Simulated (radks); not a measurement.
Values are calculated unless marked as measured or tabulated.
All-electron atom: Cd I in [Kr] 4d9.5 5s2 5p0.5 (fractional occupations, a model configuration).

Level of theory: Dirac Kohn-Sham, PBEsol, spin-unpolarised, spherical densities, finite nucleus; open shells fill j = l - 1/2 first; Fermi nuclear charge, rms radius 4.6087 fm (a radial shooting solver on a logarithmic mesh with Libxc functionals).

Energy parts (hartree):
total: -5593.09921
kinetic: 5864.37048
electron-nucleus: -13567.52802
Hartree: 2261.93510
exchange-correlation: -151.87678

Orbitals (lengths in bohr, moments of r in powers of bohr; r(max) is where P^2 peaks):
orbital  occ.  eigenvalue (hartree)     <r^2>      <r^4>      <r>   r(max)
1s1/2       2             -973.7456  0.001251  4.070e-06  0.03041  0.01968
2s1/2       2             -144.6449   0.02039  0.0007171   0.1313   0.1114
2p1/2       2             -134.6900   0.01521  0.0004652   0.1112  0.08598
2p3/2       4             -127.6233   0.01652  0.0005397   0.1164  0.09033
3s1/2       2             -27.05320    0.1470    0.03310   0.3583   0.3242
3p1/2       2             -23.06289    0.1421    0.03254   0.3496   0.3105
3p3/2       4             -21.80075    0.1510    0.03661   0.3606   0.3206
3d3/2       4             -14.73186    0.1319    0.03247   0.3327   0.2640
3d5/2       6             -14.47526    0.1345    0.03371   0.3363   0.2669
4s1/2       2              -4.00347    0.8729      1.145   0.8776   0.7949
4p1/2       2              -2.72065     1.005      1.588   0.9364   0.8276
4p3/2       4              -2.50443     1.072      1.815   0.9673   0.8525
4d3/2       4              -0.54667     1.897      7.296    1.251   0.9704
4d5/2     5.5              -0.52013     1.957      7.824    1.270   0.9810
5s1/2       2              -0.25291     8.815      130.7    2.765    2.268
5p1/2     0.5              -0.07370     18.62      679.3    3.944    2.979
5p3/2       0              -0.06509     20.67      842.3    4.152    3.123

The highest occupied level is 5p1/2 at -2.005 eV. The electron density at the nucleus is 1.593e+05 e/bohr^3. The density falls to 0.001 e/bohr^3 at r = 4.53 bohr. Summed over all electrons, <r^2> = 55.99 bohr^2, which gives a Langevin (diamagnetic) susceptibility term of -44.3 x 10^-6 cm^3/mol.
